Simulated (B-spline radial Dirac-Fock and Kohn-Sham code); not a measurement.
## Cl⁺ 3p3/2: cross section and angular parameters

System: the Cl⁺ ion, configuration 1s2 2s2 2p6 3s2 3p4; threshold 23.32 eV (orbital energy of the model). The computed values come from a radial finite-basis atomic code: Dirac-Hartree-Slater photoionisation with a Latter tail; cross sections with all multipoles, angular parameters from the dipole term and its interference with E2.

For linearly polarised light dσ/dΩ = σ/(4π) [1 + β P₂(cos θ) + (δ + γ cos²θ) sin θ cos φ], with θ from the polarisation vector and φ the angle between the beam and the projection of the electron momentum on the plane normal to the polarisation.

```
hν (eV)    σ (kb)      β       γ       δ
   64.2       582  0.924   0.035  -0.009
    101       474  1.414  -0.021  -0.001
    141         ?      ?       ?       ?
    245       111  1.627   0.052   0.006
    400      38.3  1.581   0.155   0.010
    458      27.8  1.556   0.191   0.012
    523      20.1  1.526   0.227   0.014
    831      6.10  1.394   0.370   0.023
    835      6.02  1.393   0.372   0.024
   1000      3.66  1.329   0.433   0.029
   1030      3.36  1.318   0.443   0.030
   1240      1.97  1.246   0.507   0.038
 1486.9      1.15  1.170   0.569   0.047
   1730     0.727  1.103   0.620   0.056
   1910     0.535  1.058   0.653   0.063
   2000     0.464  1.037   0.667   0.066
   2050     0.429  1.026   0.675   0.068
   2800     0.158  0.881   0.772   0.096
   3210     0.101  0.817   0.811   0.110
   3790    0.0577  0.741   0.857   0.130
   4000    0.0480  0.717   0.872   0.137
   4610    0.0295  0.655   0.911   0.156
   5720    0.0139  0.563   0.969   0.190
   6430   0.00920  0.516   1.000   0.210
   6830   0.00741  0.492   1.015   0.221
   6980   0.00685  0.484   1.020   0.225
 8047.8   0.00410  0.430   1.055   0.252
 9251.7   0.00246  0.380   1.089   0.281
   9510   0.00222  0.371   1.095   0.287
  15000  0.000404  0.229   1.210   0.400
```

Task: Give the values at 141 eV.

Result: σ = 303 kb, β = 1.560, γ = -0.014, δ = 0.002.
